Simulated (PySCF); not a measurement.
## Correlation energy of S (sulfur, neutral)

[Ne] 3s2 3p4, high-spin 3P determinant. All numbers are calculated (PySCF 2.14, the spin-free X2C one-electron Hamiltonian (Gaussian nucleus), in Sapporo-DZP-2012). Frozen: [Ne]; 6 electrons correlated.

MP2 pair energies summed by pair of shells (mhartree):

```csv
pair,energy,share (%)
3p-3p,-42.69,48.2
3s-3p,-38.39,43.4
3s-3s,-7.43,8.4
```

Total MP2 correlation energy: -88.52 mhartree.

Same-spin part -22.78 and opposite-spin part -65.74 mhartree; SCS-MP2 scales them by 1/3 and 6/5 to -86.48 mhartree.

```json
{"level": "CCSD", "correlation energy (mhartree)": "-109.82"}
{"level": "(T)", "correlation energy (mhartree)": "-1.59"}
{"level": "CCSD(T)", "correlation energy (mhartree)": "-111.41"}
```

Diagnostics: T1 = 0.0090, D1 = 0.0299, largest double amplitude 0.063.

Cost of the coupled-cluster step: 0.29 s of wall time on 1 thread of Neoverse-N1 (shared host), for 6 correlated electrons.
